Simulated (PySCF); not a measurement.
Species: C8H16OP (charge +1).
Bonds: C1–C2, C2–P3, P3–C4, P3–C5, C5–C6, C6–C7, C7–O8 (double), C7–C9, C9–C10, P3–C10. Hydrogens: H11, H12, H13 on C1; H14, H15 on C2; H16, H17, H18 on C4; H19, H20 on C5; H21, H22 on C6; H23, H24 on C9; H25, H26 on C10.

Method used: PySCF 2.14.0, PBE0-D3(BJ)/def2-SVP geometry optimisation, gas phase.

Question: List the bond lengths, angles and torsions at this level.

Answer: 
| bond | length (Å) | order |
| --- | --- | --- |
| C1–C2 | 1.523 | single |
| C2–P3 | 1.809 | single |
| P3–C4 | 1.799 | single |
| P3–C5 | 1.811 | single |
| C5–C6, C9–C10 | 1.536 | single |
| C6–C7, C7–C9 | 1.523 | single |
| C7=O8 | 1.200 | double |
| P3–C10 | 1.826 | single |
| C1–H11, C1–H12, C1–H13 | 1.099 | single |
| C2–H14, C2–H15 | 1.104 | single |
| C4–H16, C4–H17, C4–H18 | 1.100 | single |
| C5–H19, C10–H25 | 1.101 | single |
| C5–H20, C10–H26 | 1.101 | single |
| C6–H21, C9–H23 | 1.099 | single |
| C6–H22, C9–H24 | 1.103 | single |

Bonds in one row agree within 0.01 Å and their mean is given. Orders are formal, as drawn. A selection of angles:
| angle | degrees |
| --- | --- |
| C2–C1–H11 | 112.1 |
| C2–C1–H12 | 109.4 |
| H11–C1–H12 | 107.3 |
| H11–C1–H13 | 108.5 |
| C1–C2–P3 | 114.7 |
| C1–C2–H14 | 111.7 |
| P3–C2–H14 | 105.9 |
| H14–C2–H15 | 106.4 |
| C2–P3–C4 | 109.6 |
| C2–P3–C5 | 112.2 |
| C4–P3–C5 | 109.4 |
| C5–P3–C10 | 104.4 |
| P3–C4–H16 | 110.1 |
| H16–C4–H17 | 109.3 |
| P3–C5–C6 | 109.8 |
| P3–C5–H19 | 106.6 |
| P3–C5–H20 | 109.7 |
| C6–C5–H19 | 111.9 |
| C6–C5–H20 | 111.9 |
| H19–C5–H20 | 106.8 |
| C5–C6–C7 | 115.2 |
| C5–C6–H21 | 112.0 |
| C5–C6–H22 | 109.1 |
| C7–C6–H21 | 107.6 |
| C7–C6–H22 | 106.8 |
| H21–C6–H22 | 105.6 |
| C6–C7–O8 | 121.1 |
| C6–C7–C9 | 116.2 |
| O8–C7–C9 | 122.7 |
| C7–C9–C10 | 111.6 |
| C7–C9–H23 | 108.5 |
| C7–C9–H24 | 109.0 |
| C10–C9–H23 | 109.8 |
| H23–C9–H24 | 108.0 |
| P3–C10–C9 | 111.9 |
| P3–C10–H25 | 108.7 |
| P3–C10–H26 | 107.2 |

Torsions: C1–C2–P3–C4 -177° (antiperiplanar); C2–P3–C5–C6 177° (antiperiplanar); P3–C5–C6–C7 -40° (synclinal); C5–C6–C7–O8 157° (antiperiplanar); C6–C7–C9–C10 68° (synclinal); C7–C9–C10–P3 -42° (synclinal); C2–P3–C10–C9 -136° (anticlinal). The mirror-image conformer, all signs reversed, is as good.

P3 (phosphonium phosphorus) is distorted tetrahedral (angles from 104.4° to 112.2°). The 4 C–P bonds span 1.799 Å (P3–C4, drawn single) to 1.826 Å (P3–C10, drawn single), a spread of 0.027 Å. Of the pairs four or more bonds apart, C5···H24 is among the closest relative to their van der Waals radii: 2.87 Å, 99 % of the sum of Bondi's values. The 6-membered ring P3–C5–C6–C7–C9–C10 has internal angles of 104.4° to 116.2°; it is puckered, 0.33 Å rms from its mean plane, widest ring torsion 68°. C7 (ketone carbonyl carbon) is planar (angles 122.7°, 121.1° and 116.2°, sum 360.0°, 0.01 Å off the plane of its three neighbours).

Point group: C1 (no symmetry element, even within 0.4 Å). Whether it is a minimum is left open (no frequencies).

Time: 4.7 min of wall time; peak memory 0.93 GiB. Hardware: one thread, Arm Neoverse V2 (aarch64) (shared host). That covers the optimisation of the geometry.
